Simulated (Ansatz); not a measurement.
[B(NMe2)H3]- (C2H9BN⁻). Total charge -1; singlet. Geometry PBE0-D4/def2-SVPD.

| atom | x (Å) | y (Å) | z (Å) |
| --- | --- | --- | --- |
| B1 | -0.886 | 1.048 | -0.510 |
| N2 | -0.260 | -0.054 | 0.380 |
| C3 | 1.038 | 0.282 | 0.873 |
| C4 | -0.245 | -1.343 | -0.235 |
| H5 | 1.412 | -0.472 | 1.598 |
| H6 | 1.010 | 1.260 | 1.378 |
| H7 | 1.811 | 0.359 | 0.062 |
| H8 | -1.257 | -1.610 | -0.578 |
| H9 | 0.426 | -1.395 | -1.135 |
| H10 | 0.103 | -2.131 | 0.466 |
| H11 | -0.924 | 2.128 | 0.112 |
| H12 | -2.037 | 0.714 | -0.854 |
| H13 | -0.191 | 1.215 | -1.556 |

LC-ωPBE has ω = 0.4 bohr⁻¹. At PBE-D4/def2-TZVPD the highest occupied level of the charge -1 singlet lies above zero (up to 0.62 eV). By energy differences its removal costs 2.33 eV (vertical, to the charge 0 doublet, at PBE-D4/def2-TZVPD); a positive level beside a positive removal energy at the same level points to self-interaction error.

Task: Estimate the orbital energies around the gap (eV) in Ansatz with HF/def2-TZVPD, PBE-D4/def2-TZVPD, PBE0-D4/def2-SVPD, PBE0-D4/def2-TZVPD, LC-ωPBE/def2-TZVPD.

Result: 
```tsv
orbital	HF/def2-TZVPD	PBE-D4/def2-TZVPD	PBE0-D4/def2-SVPD	PBE0-D4/def2-TZVPD	LC-ωPBE/def2-TZVPD
HOMO−9	-13.59	-7.28	-9.01	-9.05	-12.29
HOMO−8	-11.89	-6.08	-7.71	-7.72	-10.87
HOMO−7	-11.41	-6.07	-7.63	-7.60	-10.54
HOMO−6	-10.61	-4.95	-6.47	-6.55	-9.65
HOMO−5	-9.70	-4.57	-6.03	-6.03	-8.96
HOMO−4	-8.84	-3.91	-5.32	-5.31	-8.12
HOMO−3	-7.31	-2.59	-3.90	-3.92	-6.66
HOMO−2	-5.97	-1.43	-2.66	-2.70	-5.50
HOMO−1	-5.57	-1.16	-2.34	-2.39	-5.16
HOMO	-3.60	0.62	-0.48	-0.53	-3.09
LUMO	4.88	3.24	4.51	3.74	4.82
LUMO+1	5.56	3.89	5.22	4.36	5.47
LUMO+2	5.68	3.94	5.26	4.39	5.60
LUMO+3	7.24	4.96	6.65	5.56	7.07
LUMO+4	7.60	5.28	6.88	5.90	7.41
LUMO+5	7.85	5.42	6.98	6.07	7.64
```
